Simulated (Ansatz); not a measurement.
The same group exchange along the group O, S, Se.

Gas-phase electronic energies from Ansatz, PBE0-D4/def2-TZVP geometries. CCSD(T)/CBS is the MP2 limit (def2-TZVPP, def2-QZVPP) plus CCSD(T) − MP2 in def2-TZVPP, frozen cores. This one scheme is used for every species. def2 core potentials past Kr. For Se, Sn outer-core shells are correlated without core-valence functions, which leaves a few kJ/mol of doubt a bond. Scalar relativity is left out up to krypton. Each species was taken in one conformer, which may not be the lowest.

Task: Order these by ΔE at CCSD(T)/CBS, lowest first. (Estimate.)
A. `[F][Sn]([F])([F])[SeH]` + `BF` → `FB[SeH]` + `[F][SnH]([F])[F]`
B. `[OH][Sn]([F])([F])[F]` + `BF` → `OBF` + `[F][SnH]([F])[F]`
C. `[F][Sn]([F])([F])[SH]` + `BF` → `FBS` + `[F][SnH]([F])[F]`

Result: B (-142.0 kJ/mol), C (-23.9 kJ/mol), A (+4.4 kJ/mol).

Largest T1 diagnostic: 0.015, for `[OH][Sn]([F])([F])[F]`.
